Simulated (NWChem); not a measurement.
Species: ZnO; SMILES [Zn]=[O]

Computed with NWChem. Structure relaxed at the PBE0/def2-SVP level.

Task: Estimate the computed values for B3LYP/def2-QZVP. Quantities: highest occupied level (eV); orbital gap (eV); dipole (D).

Result: The highest occupied level (eV) comes out as -6.98 and the orbital gap (eV) is 2.46. The dipole (D) is 5.67.
